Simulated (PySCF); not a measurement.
# Ru²⁺ (ruthenium, charge +2) across methods

[Kr] 4d5 5p1, high-spin 7P determinant (an excited configuration). Calculation: PySCF 2.14, in aug-cc-pVTZ-PP with one added diffuse shell each of s, p, d, f, g type with ECP28MDF (7s7p6d4f3g, 113 functions); a scalar-relativistic core potential.

```
 method  E (hartree)  mean ε 4p β (eV)  mean ε 4d α (eV)  mean ε 5p α (eV)  Σ⟨r²⟩ (bohr²)    ⟨S²⟩
   PW91     -93.3024           -69.250           -30.057           -16.162          34.38  12.000
    M06     -93.2122           -71.685           -31.812           -16.346          34.49  12.000
   PBE0     -93.2568           -71.689           -32.059           -16.723          34.43  12.000
r2SCAN0     -93.2806           -72.146           -32.460           -16.786          34.35  12.000
    PBE     -93.2597           -69.165           -29.990           -16.097          34.41  12.000
 r2SCAN     -93.3093           -69.904           -30.532           -16.186          34.29  12.000
    UHF    -92.73010           -77.771           -37.499           -18.178          34.92  12.000
    LDA     -93.0288           -69.155           -30.026           -16.249          34.44  12.000
```

Energies and moments cover only the electrons outside the core potential.
